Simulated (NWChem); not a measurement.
# Atomisation of F₂Mg

```
Mg
F 1 1.7682
F 1 1.7682 2 180.00
```
Charge 0, spin multiplicity 1.

The numbers come from NWChem runs, not from measurements. All single points use one geometry, from PBE/def2-SVP, a minimum by its harmonic frequencies.

Basis set: def2-TZVP. The atomisation energy is electronic alone: no zero-point, thermal, spin-orbit or counterpoise terms. No value is extrapolated to the basis-set limit. Free atoms are single determinants with multiplicities Mg 1, F 2. Correlated methods freeze the same cores in atoms and molecule, 7 orbitals in all.

B3LYP has NWChem's definition, with VWN1-RPA local correlation. The structure started from a generated list of species. The stability of the SCF solutions was not checked. Open-shell Hartree-Fock references start from PBE0 orbitals. Coupled-cluster values serve here as a point of comparison, not as the truth.

```csv
method,atomisation energy (kcal/mol)
PBE0,235.0
r2SCAN,?
CCSD(T),236.1
LDA (SVWN5),276.3
HF,?
MP2,256.1
B3LYP,237.6
BLYP,243.1
LC-wPBE (omega 0.3 per bohr),247.9
PBE,246.5
```

### Question
Some entries are withheld; supply them.

### Answer

- r2SCAN, atomisation energy (kcal/mol): 245.2
- HF, atomisation energy (kcal/mol): 172.9
